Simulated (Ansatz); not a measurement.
Ansatz (an electronic-structure program) input (PBE0/def2-TZVPD):

Ansatz 0.2 input:
```yaml
crystal:
  periodic: [false, false, false]
  atoms:
    - {symbol: B, position_ang: [-0.00000000, -0.00000000, -0.76882027]}
    - {symbol: N, position_ang: [0.00000000, 0.00000000, 0.54915734]}
basis:
  gaussian:
    orbitals: def2-TZVPD
hamiltonian:
  xc: {name: PBE0}
total_charge: 1
magnetization: {spin_polarized: true, initial_magnetization: 3}
```

End of the output:

```
integrals: 0.01 GiB planned
344 factors; their error is unknown
mean field: 0.15 GiB planned
mean field evaluation 1: about -2142.1066 eV, gradient 3.5e1 eV
mean field evaluation 2: about -2128.0190 eV, gradient 5.9e1 eV
mean field evaluation 4: about -2147.3988 eV, gradient 9.3e-1 eV
mean field evaluation 8: about -2147.4120 eV, gradient 1.8e-2 eV
mean field evaluation 16: about -2147.1628 eV, gradient 1.7e0 eV
mean field -2147.41198395 eV, -78.9159348420 hartree, gradient 4.9e-5 eV, S^2 3.752714; 1 other end points of the search recorded, 0 dependent functions left out
reference -2147.41200908 eV, -78.9159357657 hartree; 7, 4 occupied and 67, 70 virtual orbitals, 344 factors
Total energy: -2147.41200908 eV, -78.9159357657 hartree
```

This state (charge 1, quartet) is run at the relaxed geometry of the species with charge 0 and multiplicity 3.
